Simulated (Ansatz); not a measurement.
(HBe-mu-F)2 (Be₂H₂F₂), relaxed as a singlet with RKS PBE-D4/def2-TZVP in Ansatz, starting from the GFN2-xTB geometry. Force threshold 0.02 eV/Å.

Start:

```xyz
6

Be   -0.494    0.957   -0.040
H    -1.080    2.089   -0.087
F    -0.983   -0.503    0.104
Be    0.494   -0.957    0.038
H     1.079   -2.090    0.087
F     0.984    0.504   -0.103
```

Q: Estimate the energy that the relaxation releases and the steps that it takes.

A: 2.2 kcal/mol, in 4 steps; 2 s on 4 threads of Arm Neoverse V2 on a shared host. No frequencies were taken in this run, so the end may be a saddle point.

Q: Does the start keep its bonding and symmetry?

A: By distances, no bond broke or formed. The bond that changes most is Be1–H2, from 1.28 to 1.34 Å (atoms count from 1). Point group D2h at the start, D2h at the end, both within 0.05 Å.

Q: Predict the relaxed structure.

A: 
```xyz
6

Be   -0.509    0.985   -0.041
H    -1.123    2.173   -0.090
F    -0.995   -0.510    0.105
Be    0.509   -0.985    0.041
H     1.123   -2.173    0.090
F     0.996    0.510   -0.105
```
Bond lengths (bridged metal pairs left out): 4 × Be–F 1.58 Å; 2 × Be–H 1.34 Å.
